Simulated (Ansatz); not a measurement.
C7H12 can be A, `CCC1C=CCC1`, or B, `CCC#CCCC`.

Program: Ansatz. Geometries: PBE0-D4/def2-TZVP. ΔE: electronic, gas phase. CBS: MP2 limit from def2 TZ/QZ plus the TZ coupled-cluster correction, frozen cores. Functionals use def2-TZVPP. One conformer a species, not always the lowest.

A:

Z-matrix (Å, degrees):
```
C
C 1 1.519
H 1 1.093 2 111.4
H 1 1.094 2 111.0 3 119.8
H 1 1.092 2 111.4 3 -120.2
C 2 1.523 1 113.2 3 -61.0
H 2 1.096 1 109.5 3 177.1
H 2 1.097 1 110.0 3 60.7
C 6 1.541 2 114.2 1 64.0
C 6 1.504 2 114.3 1 -178.8
H 6 1.102 2 107.5 1 -58.2
C 9 1.536 6 106.0 2 144.6
H 9 1.095 6 108.4 2 27.6
H 9 1.091 6 113.1 2 -91.1
C 10 1.327 6 112.4 2 -136.9
H 10 1.085 6 122.5 2 45.3
H 12 1.098 9 111.8 6 97.2
H 12 1.094 9 112.7 6 -143.2
H 15 1.084 10 125.1 6 -177.9
```

B:

```xyz
19

C    -1.427    1.068    2.393
C    -2.208    0.259    1.361
C    -1.384   -0.175    0.243
C    -0.684   -0.519   -0.672
C     0.187   -0.938   -1.760
C     1.664   -0.989   -1.363
C     2.218    0.363   -0.954
H    -1.002    1.965    1.939
H    -2.078    1.374    3.214
H    -0.606    0.480    2.805
H    -3.045    0.854    0.980
H    -2.655   -0.619    1.841
H    -0.132   -1.923   -2.116
H     0.062   -0.251   -2.606
H     2.232   -1.386   -2.211
H     1.783   -1.704   -0.543
H     1.665    0.767   -0.103
H     2.140    1.084   -1.774
H     3.270    0.291   -0.672
```

(1) Which isomer does CCSD(T)/CBS put lower? Give the gap. (Best estimate.)

(2) Give E(B) − E(A) in kJ/mol with ωB97M-V, r2SCAN-D4, MP2/def2-TZVPP, LDA (SPW92), CCSD(T)/def2-SVP, PBE-D4, CCSD(T)/def2-TZVPP. (An estimate is asked.)

Largest T1 diagnostic: 0.010.

## Answers

(1) The calculation gave: A, by 105.2 kJ/mol.

(2) Ansatz gave: ωB97M-V 107.5, r2SCAN-D4 107.1, MP2/def2-TZVPP 102.2, LDA (SPW92) 133.4, CCSD(T)/def2-SVP 109.3, PBE-D4 107.7, CCSD(T)/def2-TZVPP 106.1. None reverses the order clearly.

From BLYP to BHLYP (50 % exact exchange), in def2-TZVPP and without D4, E(B) − E(A) moves by +25.1 kJ/mol. At CCSD(T), def2-SVP lies +4.1 kJ/mol from the extrapolated value and def2-TZVPP +0.9 kJ/mol.
